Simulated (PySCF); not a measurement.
**isopropylcyclopentane (SMILES CC(C)C1CCCC1)**

Cartesian coordinates in Å; atom numbers follow the order of the lines, from 1:
```xyz
24

C    -2.158    0.422    1.294
C    -1.413   -0.230    0.134
C    -2.237   -0.143   -1.146
C    -0.016    0.373   -0.041
C     0.795   -0.182   -1.219
C     2.233    0.179   -0.868
C     2.314   -0.144    0.625
C     0.915    0.187    1.183
H    -2.332    1.493    1.092
H    -3.140   -0.049    1.454
H    -1.596    0.350    2.237
H    -1.272   -1.301    0.377
H    -2.346    0.906   -1.471
H    -3.250   -0.548   -0.993
H    -1.777   -0.703   -1.973
H    -0.147    1.458   -0.215
H     0.684   -1.282   -1.262
H     0.470    0.215   -2.193
H     2.392    1.258   -1.035
H     2.983   -0.356   -1.471
H     2.526   -1.218    0.753
H     3.122    0.398    1.139
H     0.930    1.093    1.808
H     0.549   -0.626    1.830
```

Level of theory: PySCF, TDDFT CAM-B3LYP/aug-cc-pVDZ excited states, vertical, gas phase. Geometry: PBE0-D3(BJ)/def2-SVP.

Question: How strongly do the lowest singlets absorb one photon, and two photons of half the energy?

Answer: δ for parallel linear polarisation; σ at the peak of a Lorentzian of half width 0.1 eV, single beam; Ω is circular over linear.
| state | E (eV) | f | photon λ (nm) | δ (au) | σ (GM) | Ω | main |
| --- | --- | --- | --- | --- | --- | --- | --- |
| S1 | 7.83 | 0.001 | 317 | 26.8 | 0.60 | 0.41 | HOMO→LUMO 0.70 |
| S2 | 8.05 | 0.006 | 308 | 19 | 0.45 | 0.86 | HOMO−1→LUMO 0.76 |
| S3 | 8.07 | 0.015 | 307 | 53.7 | 1.28 | 0.98 | HOMO−2→LUMO 0.37, HOMO−3→LUMO 0.21 |
| S4 | 8.10 | 0.032 | 306 | 8.41 | 0.20 | 0.80 | HOMO→LUMO+1 0.51, HOMO→LUMO+2 0.14 |
| S5 | 8.17 | 0.019 | 304 | 113 | 2.75 | 0.48 | HOMO−2→LUMO 0.32, HOMO−3→LUMO 0.30 |
| S6 | 8.29 | 0.005 | 299 | 3.08 | 0.08 | 1.45 | HOMO−1→LUMO+1 0.66, HOMO−1→LUMO+2 0.14 |

Among these, the strongest one-photon state is S4, the strongest two-photon state S5, with a dipole change of 1.8 D (relaxed, norm of the difference vector).
